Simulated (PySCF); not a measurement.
BH9Si3, SMILES [SiH3]B([SiH3])[SiH3].

Geometry: PBE-D3(BJ)/def2-SVP.

These are PySCF with PBE-D3(BJ)/def2-SVP values and carry that method's errors.

Frequencies are harmonic and unscaled.

Computed harmonic wavenumbers and intensities:
| mode | ν (cm⁻¹) | IR (km/mol) | moving atoms (share of kinetic energy) |
|---|---|---|---|
| 1 | 57 | 0.0 | H 96 % |
| 2 | 81 | 0.2 | H 71 %, Si 26 % |
| 3 | 88 | 0.3 | H 54 %, Si 41 % |
| 4 | 125 | 0.2 | H 50 %, Si 45 % |
| 5 | 131 | 0.0 | H 71 %, Si 27 % |
| 6 | 170 | 6.2 | H 53 %, B 44 % |
| 7 | 318 | 0.6 | Si 71 %, H 29 % |
| 8 | 351 | 8.4 | H 89 %, Si 10 % |
| 9 | 406 | 1.6 | H 70 %, Si 29 % |
| 10 | 511 | 0.5 | H 89 %, Si 10 % |
| 11 | 536 | 19.0 | H 66 %, Si 21 %, B 13 % |
| 12 | 551 | 6.0 | H 75 %, Si 22 % |
| 13 | 586 | 42.5 | H 51 %, B 35 %, Si 14 % |
| 14 | 796 | 69.3 | H 54 %, B 44 % |
| 15 | 801 | 85.4 | H 60 %, B 38 % |
| 16 | 837 | 161.9 | H 50 %, B 32 %, Si 18 % |
| 17 | 837 | 184.2 | H 57 %, B 26 %, Si 17 % |
| 18 | 846 | 16.2 | H 90 %, Si 8 % |
| 19 | 869 | 3.8 | H 98 % |
| 20 | 880 | 24.0 | H 93 % |
| 21 | 882 | 8.6 | H 90 % |
| 22 | 913 | 67.8 | H 97 % |
| 23 | 918 | 41.5 | H 96 % |
| 24 | 924 | 55.3 | H 97 % |
| 25 | 2103 | 27.7 | H 97 % |
| 26 | 2105 | 4.1 | H 97 % |
| 27 | 2108 | 65.6 | H 97 % |
| 28 | 2144 | 91.7 | H 97 % |
| 29 | 2144 | 102.0 | H 97 % |
| 30 | 2148 | 24.4 | H 97 % |
| 31 | 2152 | 14.2 | H 96 % |
| 32 | 2155 | 89.0 | H 96 % |
| 33 | 2157 | 158.4 | H 96 % |
